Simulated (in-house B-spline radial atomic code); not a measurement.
Ne3+ is squeezed into an impenetrable sphere of radius R (the orbitals vanish at R). No spin polarisation. Method: scalar-relativistic (X2C) PBE, spherical fractional occupations, Fermi nucleus of rms radius 3.0055 fm. Calculated with a radial B-spline atomic code at the basis-set limit.

Energies in eV above the free ion in [He] 2s2 2p3:

```tsv
R (bohr)	highest level (eV)	[He] 2s2 2p3	[He] 2s1 2p4
7.88	-80.5	0	22.87
5.92	-80.5	0	22.87
5.42	-80.5	0	22.87
4	-80.5	0.001623	22.87
3.36	-80.5	0.02526	22.9
2.99	-80.4	0.1198	23.01
2.41	-79.4	1.287	24.32
2.23	-78.5	2.639	25.79
1.92	-75	8.911	32.34
1.6	-65.9	30.68	54.24
```

Question: Does [He] 2s1 2p4 fall below [He] 2s2 2p3 under compression?

Answer: No, it stays above over the whole range.
